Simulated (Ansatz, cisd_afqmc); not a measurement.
System: F, charge 0, doublet.

Total energies in aug-cc-pVTZ, 7 correlated electrons, 1 frozen orbitals. UHF or UKS for unpaired electrons; spin-orbit terms are left out. Correlated methods leave the cores frozen. No relativity. AFQMC/CISD: phaseless, guided by CISD from CCSD amplitudes; bars are statistical, one sigma. Outlying blocks are dropped, and bars are widened where a walk drifts. Over all cases where full CI ran beside it in this data, AFQMC minus full CI had a median of +0.1 mEh and passed +0.4 mEh in a tenth of the cases.

```
method         program        energy (Eh)  minus CCSDTQ (mEh)
----------  ----------  -----------------  ------------------
HF              Ansatz          -99.40688              221.24
MP2             Ansatz          -99.61211               16.02
CCSD            Ansatz          -99.62345                4.67
CCSD(T)         Ansatz          -99.62783                0.30
CCSDT(Q)        Ansatz          -99.62813               -0.01
CCSDTQ          Ansatz          -99.62812                0.00
AFQMC/CISD  cisd_afqmc  -99.6280 ± 0.0002           0.1 ± 0.2
```

Ansatz is a quantum-chemistry and plane-wave program.
